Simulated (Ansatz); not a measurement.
[VO3(OH)]2- (VO4H²⁻). The state is a triplet with charge -2. Geometry PBE0-D4/def2-SVPD, that of the charge -2 singlet.

```xyz
6

V     0.4355    0.1458    0.1100
O     1.1837    1.2123   -0.9231
O     0.7444    0.5179    1.7008
O     0.7860   -1.4457   -0.2519
O    -1.4889    0.2396   -0.1880
H    -1.6608   -0.6699   -0.4479
```

A multiply charged anion in the gas phase is held together partly by the finite basis. At PBE-D4/def2-TZVPD, r2SCAN-D4/def2-TZVPD, PBE0-D4/def2-TZVPD the highest occupied level of the charge -2 triplet lies above zero (up to 5.06 eV). It is a level of α spin, whose loss leaves a doublet; that state wasn't run at this geometry and level. The electron is either unbound and held by the finite basis, or the level is raised by self-interaction error. At PBE0-D4/def2-TZVPD a singlet of charge -2 lies 2.66 eV below the triplet at the same geometry.

Estimate the α-spin orbital energies around the gap (eV) in Ansatz with PBE-D4/def2-TZVPD, r2SCAN-D4/def2-TZVPD, PBE0-D4/def2-TZVPD.


| orbital | PBE-D4/def2-TZVPD | r2SCAN-D4/def2-TZVPD | PBE0-D4/def2-TZVPD |
| --- | --- | --- | --- |
| HOMO−5 | 0.20 | -0.15 | -1.68 |
| HOMO−4 | 0.29 | -0.14 | -1.55 |
| HOMO−3 | 0.51 | 0.01 | -1.35 |
| HOMO−2 | 0.65 | 0.30 | -1.04 |
| HOMO−1 | 1.34 | 1.02 | -0.34 |
| HOMO | 4.95 | 5.06 | 4.79 |
| LUMO | 5.39 | 5.51 | 5.84 |
| LUMO+1 | 5.48 | 5.75 | 5.85 |
| LUMO+2 | 5.53 | 5.76 | 5.88 |
| LUMO+3 | 5.59 | 5.81 | 6.50 |
| LUMO+4 | 5.63 | 5.89 | 6.61 |
| LUMO+5 | 6.46 | 6.58 | 7.27 |
| β HOMO | 1.50 | 1.25 | 0.11 |
| β LUMO | 1.71 | 1.85 | 2.61 |
